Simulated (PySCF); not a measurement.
Species: C3H6F3NSi.
Structure used (PBE0-D3(BJ)/def2-SVP), in Å, numbered top down from 1:
```xyz
14
C3H6F3NSi angstrom
N     -1.8592    0.8057   -0.1211
Si    -1.3668   -0.8388    0.0926
C      0.4824   -0.9493   -0.3336
C      1.2764    0.0623    0.3977
F      1.1936    0.0187    1.7368
C      2.0039    1.0415   -0.1416
F      2.6485    1.9551    0.5423
F      2.1596    1.1947   -1.4375
H     -1.4328    1.5304    0.4467
H     -2.8410    1.0079   -0.2728
H     -2.1512   -1.6707   -0.8687
H     -1.5584   -1.4168    1.4629
H      0.5973   -0.7934   -1.4159
H      0.8449   -1.9658   -0.0984
```

ESP-fitted charges (e) from the PBE0/pcSseg-1 density (PySCF), one withheld:

```
atom       bonded to   charge
  N1      Si2 H9 H10  -0.9955
 Si2   N1 C3 H11 H12  +0.7329
  C3  Si2 C4 H13 H14  -0.4673
  C4        C3 F5 C6  +0.0770
  F5              C4        ?
  C6        C4 F7 F8  +0.2795
  F7              C6  -0.1287
  F8              C6  -0.1250
  H9              N1  +0.3813
 H10              N1  +0.3784
 H11             Si2  -0.1379
 H12             Si2  -0.1717
 H13              C3  +0.1603
 H14              C3  +0.1534
```

Task: What is the charge on F5?

Result: The charges add up to the total charge, 0. The others sum to +0.1367, which leaves -0.1367 e for F5 (vinyl fluorine); the computed value is -0.1368, the difference coming from rounding.

Task: Add each hydrogen's charge to the atom that carries it.

Result: N1 -0.2358, Si2 +0.4233, C3 -0.1536. Atoms without hydrogen keep their charges.

Task: Across which bond do the charges differ most?

Result: Si2–N1: +0.7329 on Si2 against -0.9955 on N1, a difference of 1.7284 e. The lower charge is on the more electronegative element of the two (Pauling values: N 3.04, Si 1.90).

Task: Take the bonds between elements whose Pauling electronegativities differ by more than 0.25. In how many does the more electronegative atom carry the lower charge?

Result: In 11 of 11.

Task: How much positive and how much negative charge does this set hold in all?

Result: +2.1628 e on 7 atoms and -2.1629 e on 7.

The ESP scheme is a least-squares fit of atom-centred charges to the potential on four shells outside the van der Waals surface, with the total charge fixed. Geometry: PBE0-D3(BJ)/def2-SVP, one conformer, isolated molecule.
